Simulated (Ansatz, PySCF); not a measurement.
Breaking the In1–H2 bond in H3In (SMILES [InH3]) (multiplicity 1 held, fragments rigid). Energies count from the point at 1.731 Å.
Geometry at that point (charge 0, multiplicity 1):
```xyz
4

In     0.0000     0.0000     0.0000
H      0.6866    -0.4744     1.5160
H     -0.3914     1.6604    -0.2909
H     -0.2953    -1.1861    -1.2251
```

Restricted levels (R-, RO-) in cc, def2 and unpolarised 6-31G sets keep to the state of the molecule at rest. U- levels take the lowest unrestricted solution at each point, which mixes spins at long bonds. Active spaces are followed from a long bond inwards. Left out are points that failed, MP2 points that dive below the minimum, coupled-cluster points behind a jump of the amplitudes or a sharp parting from full CI or MRCI, small-basis points behind a change of solution, and semi-empirical points at long bonds. Curves can end on different states.

Correlated levels freeze the cores. Filled d and f shells under p-block atoms count as core. Rows in LANL2DZ carry no dispersion term and start afresh at each structure. LANL2DZ brings its own core potentials from Na on.

The values were computed with Ansatz (Gaussian orbitals); PySCF for LANL2DZ rows. Values without a source in brackets are computed. In def2 rows elements past Kr take small-core potentials, without spin–orbit coupling.

Energies in kcal/mol.

| R (Å) | R-BP86/LANL2DZ | R-r2SCAN/def2-TZVPP | U-B3LYP/def2-TZVPP | FIC-MRCISD+Q on CASSCF(2,2)/def2-TZVPP |
|---|---|---|---|---|
| 1.384 | 26.5 | 25.6 | 26.8 | 30.6 |
| 1.558 | 5.7 | 4.6 | 5.1 | 6.5 |
| 1.731 | 0.0 | 0.0 | 0.0 | 0.0 |
| 1.904 | 2.3 | 3.7 | 3.3 | 2.5 |
| 2.077 | 8.7 | 11.3 | 10.6 | 9.5 |
| 2.336 | 21.6 | 25.5 | 24.5 | 23.1 |
| 2.596 | 35.3 | 39.8 | 38.6 | 36.7 |
| 3.028 | 55.7 | 60.4 | 57.7 | 54.8 |
| 3.461 | 71.5 | 75.9 | 66.9 | 65.8 |
| 3.980 | 84.6 | 88.5 | 71.4 | 71.8 |
| 4.673 | 94.8 | 98.3 | 73.1 | 74.0 |
| 5.538 | left out | 104.0 | 73.5 | 74.5 |

Doubts at one or more of the structures used: a restricted determinant that unrestricted orbitals would lower (R-r2SCAN/def2-TZVPP); a spin-contaminated determinant (U-B3LYP/def2-TZVPP).

Ansatz is a first-principles code.
